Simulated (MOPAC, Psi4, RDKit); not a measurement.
Conformational energy of SMILES C#CC[Si](F)(F)F, singlet. Scanned: dihedral C2–C3–Si4–F5; all other coordinates were relaxed at B3LYP-D3(BJ)/def2-SVP. Heavy atoms are numbered in the order of the SMILES C#CC[Si](F)(F)F, hydrogens after them in the order of the atoms that carry them; the mirror image has the same energies with the sign of each dihedral reversed.

Levels of theory: PM6, restricted, heats of formation // B3LYP-D3(BJ)/def2-SVP (MOPAC); UFF // B3LYP-D3(BJ)/def2-SVP (RDKit); PBE0-D3(BJ)/def2-TZVP // B3LYP-D3(BJ)/def2-SVP (Psi4); MP2/cc-pVTZ = DF-MP2 (frozen core)/cc-pVTZ // B3LYP-D3(BJ)/def2-SVP (Psi4).

Energies relative to the lowest point of each profile, in kcal/mol:

| φ / ° | PM6 | UFF | PBE0-D3(BJ)/def2-TZVP |
|---|---|---|---|
| 0 | 0.91 | 2.04 | 1.68 |
| 10 | 0.88 | 2.18 | 1.59 |
| 20 | 0.72 | 1.73 | 1.29 |
| 30 | 0.46 | 1.11 | 0.86 |
| 40 | 0.22 | 0.48 | 0.45 |
| 50 | 0.11 | 0.16 | 0.16 |
| 60 | 0.00 | 0.00 | 0.00 |
| 70 | 0.09 | 0.12 | 0.14 |
| 80 | 0.21 | 0.53 | 0.41 |
| 90 | 0.44 | 1.03 | 0.81 |
| 100 | 0.66 | 1.55 | 1.23 |
| 110 | 0.85 | 1.98 | 1.57 |

What does MP2/cc-pVTZ give at the same points?

0: 1.87; 10: 1.76; 20: 1.43; 30: 0.95; 40: 0.49; 50: 0.16; 60: 0.00; 70: 0.13; 80: 0.45; 90: 0.90; 100: 1.37; 110: 1.73 (kcal/mol).
